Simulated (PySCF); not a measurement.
A calculated (UHF, PySCF 2.14, x2c-SVPall, scalar relativity by spin-free X2C-1e) atom or ion has these occupied shells.

```csv
shell,electrons,orbital energy (eV),"rms radius, mean of both spins (bohr)"
1s,2,-1602.9,0.139
2s,2,-142.39,0.676
2p,6,-95.821,0.674
3s,2,-17.703,2.62
```

**Question.** Name the element and its charge.

**Answer.** Al⁺ (aluminium, charge +1), in [Ne] 3s2, closed-shell 1S.
